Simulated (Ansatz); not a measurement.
System: difluoro(dimethyl)germane, C₂H₆F₂Ge, net charge 0, singlet state. SMILES: [CH3][Ge]([CH3])([F])[F]
Geometry: optimised at B3LYP-D3(BJ)/def2-TZVP (Ansatz, a quantum-chemistry and plane-wave program).

Parts of the frozen-core correlation energy in aug-cc-pVDZ (Ansatz, hartree). Frozen orbitals: 18; correlated occupied orbitals by spin: 16 and 16; virtual: 148 and 148. Spin-orbit coupling is left out. No relativistic terms.

```tsv
term	value
reference (HF)	-2353.58464
MP2 opposite-spin	-0.61129
MP2 same-spin	-0.20583
CCSD correlation	-0.85660
(T)	-0.02396
T1 diagnostic	0.013
largest doubles amplitude	0.025
```
